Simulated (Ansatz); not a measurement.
`S/C=C/c1ccc(/C=C/c2ccc(/C=C/c3ccc(/C=C/c4ccc(/C=C/c5ccc(/C=C/c6ccc(S)cc6)cc5)cc4)cc3)cc2)cc1`. The state is a singlet with charge 0. Geometry PBE-D4/def2-SVP.

Cartesian coordinates in Å:
```
S 17.129 0.352 12.712
C 15.529 0.493 11.992
C 15.260 0.107 10.716
C 13.976 0.213 10.030
C 12.816 0.789 10.607
C 11.618 0.857 9.900
C 11.499 0.359 8.575
C 10.220 0.463 7.887
C 9.929 0.038 6.623
C 8.650 0.147 5.935
C 7.493 0.736 6.507
C 6.298 0.812 5.796
C 6.178 0.308 4.473
C 4.901 0.417 3.783
C 4.614 -0.005 2.516
C 3.335 0.098 1.827
C 3.219 -0.407 0.504
C 2.021 -0.348 -0.203
C 0.858 0.225 0.373
C -0.426 0.305 -0.308
C -0.721 -0.150 -1.562
C -2.009 -0.087 -2.236
C -3.172 0.494 -1.666
C -4.381 0.509 -2.356
C -4.511 -0.054 -3.654
C -5.808 -0.023 -4.315
C -6.121 -0.551 -5.535
C -7.420 -0.532 -6.191
C -8.575 0.083 -5.634
C -9.797 0.067 -6.296
C -9.949 -0.565 -7.560
C -11.207 -0.613 -8.293
C -12.405 -0.089 -7.903
C -13.666 -0.137 -8.634
C -14.818 0.468 -8.072
C -16.053 0.456 -8.724
C -16.185 -0.173 -9.981
S -17.777 -0.155 -10.757
C -15.048 -0.782 -10.558
C -13.820 -0.762 -9.897
C -8.797 -1.175 -8.118
C -7.571 -1.159 -7.454
C -3.347 -0.627 -4.229
C -2.137 -0.641 -3.539
C 0.976 0.736 1.694
C 2.173 0.676 2.401
C 7.336 -0.282 3.901
C 8.530 -0.358 4.612
C 12.661 -0.215 7.998
C 13.859 -0.284 8.705
H 16.773 0.762 13.960
H 14.751 0.933 12.635
H 16.077 -0.338 10.122
H 12.853 1.196 11.629
H 10.734 1.311 10.376
H 9.420 0.943 8.477
H 10.727 -0.444 6.033
H 7.533 1.142 7.528
H 5.416 1.275 6.266
H 4.101 0.895 4.373
H 5.415 -0.482 1.926
H 4.105 -0.860 0.031
H 1.984 -0.755 -1.225
H -1.229 0.782 0.280
H 0.081 -0.630 -2.148
H -3.125 0.941 -0.662
H -5.267 0.965 -1.886
H -6.605 0.478 -3.739
H -5.326 -1.060 -6.107
H -8.507 0.586 -4.658
H -10.662 0.557 -5.824
H -11.152 -1.138 -9.262
H -12.459 0.435 -6.933
H -14.735 0.963 -7.091
H -16.925 0.937 -8.255
H -17.409 -0.833 -11.879
H -15.127 -1.278 -11.538
H -12.957 -1.248 -10.377
H -8.880 -1.673 -9.097
H -6.695 -1.644 -7.914
H -3.393 -1.069 -5.235
H -1.251 -1.094 -4.010
H 0.090 1.189 2.166
H 2.211 1.085 3.422
H 7.296 -0.689 2.879
H 9.412 -0.822 4.141
H 12.624 -0.614 6.973
H 14.743 -0.735 8.229
```

Single mean-field runs in def2-SVP are fitted with def2-universal-jkfit.

Problem. Estimate the orbital energies around the gap (eV) in Ansatz with PBE-D4/def2-SVP, r2SCAN-D4/def2-SVP, PBE0-D4/def2-SVP.

Solution. 
```
orbital  PBE-D4/def2-SVP  r2SCAN-D4/def2-SVP  PBE0-D4/def2-SVP
 HOMO−9            -6.35               -6.61             -7.43
 HOMO−8            -6.35               -6.61             -7.43
 HOMO−7            -6.33               -6.59             -7.42
 HOMO−6            -6.33               -6.59             -7.41
 HOMO−5            -6.14               -6.41             -7.21
 HOMO−4            -5.78               -6.02             -6.77
 HOMO−3            -5.40               -5.62             -6.33
 HOMO−2            -5.04               -5.24             -5.89
 HOMO−1            -4.72               -4.89             -5.50
   HOMO            -4.49               -4.64             -5.22
   LUMO            -3.01               -3.03             -2.47
 LUMO+1            -2.66               -2.67             -2.07
 LUMO+2            -2.25               -2.23             -1.58
 LUMO+3            -1.81               -1.76             -1.06
 LUMO+4            -1.39               -1.30             -0.54
 LUMO+5            -1.28               -1.18             -0.38
```
